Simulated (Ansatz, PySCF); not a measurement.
Gas-phase reaction (SMILES): CO[Si](Cl)(Cl)Cl [trichloro(methoxy)silane] + F (HF) → F[Si](Cl)(Cl)Cl + CO (CH4O); hydrogen fluoride cleaves one Si-O bond, a model of a ligand-exchange step.

Each molecule is optimised on its own at B3LYP-D3(BJ)/def2-TZVP (Ansatz, a first-principles code), one conformer each, not searched for the lowest. Correlated levels leave the core frozen unless marked. No spin-orbit coupling. No relativistic terms. CBS marks a two-point X^-3 extrapolation of the correlation energy; Hartree-Fock from the larger set. Thermal terms are rigid-rotor harmonic-oscillator values from B3LYP-D3(BJ) frequencies (Ansatz or PySCF) at 298.15 K and 1 atm. 1 Eh = 627.5095 kcal/mol.

```tsv
species	E, CCSD(T)/CBS(cc-pV(T+d)Z,cc-pV(Q+d)Z) (Ansatz) (Eh)	E, r2SCAN-D4/def2-TZVPD (Ansatz + dftd4) (Eh)	H - E (Eh)
CO[Si](Cl)(Cl)Cl	-1783.63102	-1785.36328	0.05762
F (HF)	-100.39146	-100.44728	0.01259
F[Si](Cl)(Cl)Cl	-1768.42162	-1770.11597	0.01555
CO (CH4O)	-115.60979	-115.70530	0.05533
```

**Question.** Work out ΔE and ΔH at 298.15 K at the first level, then ΔH at the second.

**Answer.** 
1. ΔE = [(-1768.42162) + (-115.60979)] - [(-1783.63102) + (-100.39146)] = -0.00893 Eh = -5.6 kcal/mol at CCSD(T)/CBS(cc-pV(T+d)Z,cc-pV(Q+d)Z).
2. The terms H - E add up to 0.00067 Eh, so ΔH = (-0.00893 + (0.00067))×627.5095 = -5.2 kcal/mol.
3. At r2SCAN-D4/def2-TZVPD the same steps give ΔE = -6.7 and ΔH = -6.3 kcal/mol, a shift of -1.1 from the first level.
4. These values are not checked against measurement here, since the tables used lack a sound gas-phase enthalpy of formation for at least one species.
